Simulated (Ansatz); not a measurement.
`N=CS[CH2][AlH2]`, relaxed with RKS PBE0-D4/def2-TZVP in Ansatz 0.2.0 from a PBE-D4/def2-SVP geometry. The force threshold is 0.005 eV/Å; the program also tests the step.

Charge 0, multiplicity 1.

Start:

```xyz
11

N    -1.668    0.926   -2.007
C    -1.150    0.652   -0.882
S     0.579    0.890   -0.402
C     0.582    0.281    1.367
Al    1.039   -1.455    0.536
H    -0.981    1.308   -2.682
H    -1.769    0.231   -0.058
H     1.367    0.865    1.885
H    -0.403    0.499    1.823
H    -0.178   -2.393    0.099
H     2.583   -1.802    0.322
```

By how much does the energy fall, and how many steps does the optimiser take? (Best estimate.)

Ansatz gave: 1.38 kcal/mol, in 10 steps, 1 of them rejected.

Which bonds change most? (An estimate is asked.)

Computed: S3–Al5 from 2.567 to 2.510 Å; C2–S3 from 1.811 to 1.779 Å; S3–C4 from 1.871 to 1.844 Å; C2–H7 from 1.113 to 1.092 Å.

Give the relaxed structure. (Estimate.)

Ansatz gave: 
```xyz
11

N    -1.635    0.903   -1.974
C    -1.121    0.603   -0.869
S     0.571    0.879   -0.395
C     0.573    0.297    1.355
Al    1.005   -1.419    0.516
H    -0.975    1.334   -2.621
H    -1.723    0.135   -0.087
H     1.366    0.854    1.851
H    -0.385    0.539    1.812
H    -0.209   -2.340    0.084
H     2.533   -1.785    0.329
```
